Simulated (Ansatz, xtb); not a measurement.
**Ranking isomers of CH5SiSn+**

3 gas-phase structures of CH5SiSn+, found in a search over its isomers (lower ones may exist). Each was relaxed with GFN2-xTB:

A. a singlet given by its coordinates
B. `[SiH2+][CH2][SnH]`, a singlet
C. a singlet given by its coordinates

C (Å):

```xyz
8

C    -2.7284   -0.2519    0.7266
Si   -2.4824    1.2486   -0.5537
Sn   -1.3357   -0.3233    2.4267
H    -3.7641   -0.1989    1.1128
H    -2.6546   -1.1977    0.1570
H    -3.5227    1.1292   -1.5744
H    -2.6018    2.4786    0.2542
H    -1.1190    1.0876   -1.0931
```

Close contacts (Å): C1–Si2 1.99, C1–Sn3 2.20, C1–H4 1.11, C1–H5 1.11, Si2–H6 1.46, Si2–H7 1.48, Si2–H8 1.48.

A (Å):

```xyz
8

C    -0.5563   -0.0501    1.4511
Si   -0.6522    0.6068   -0.3379
Sn    1.2011    0.5170   -2.3035
H    -1.7187    1.6442   -0.2111
H     0.2276   -0.7931    1.5957
H     1.6652    1.8188   -1.0403
H    -1.4997   -0.5007    1.7612
H    -0.3617    0.7743    2.1396
```

Close contacts (Å): C1–Si2 1.91, Si2–Sn3 2.70, C1–H5 1.09, C1–H7 1.09, C1–H8 1.09, Si2–H4 1.49, Sn3–H6 1.87.

Question: Make a reasoned guess at their ranking by r2SCAN-D4/def2-SVP single-point energy.

Answer: Calculated order at r2SCAN-D4/def2-SVP: C (0.000), A (0.510), B (0.687) eV.

Energies above the lowest of each column, in eV:

| structure | GFN2-xTB | HF/STO-3G | r2SCAN-D4/def2-SVP |
| --- | --- | --- | --- |
| C | 0.579 | 0.000 | 0.000 |
| A | 0.000 | 1.022 | 0.510 |
| B | 0.593 | 1.836 | 0.687 |

r2SCAN-D4/def2-SVP puts C lowest; GFN2-xTB picks A. Flexible structures stand in one conformer each, not always the lowest. Frequencies (PBE0-D3(BJ)/def2-SVP) were run for C alone. Atoms past krypton carry core potentials in the def2 sets, without spin–orbit terms.

Programs: Ansatz 0.2.0, xtb 6.7.1.
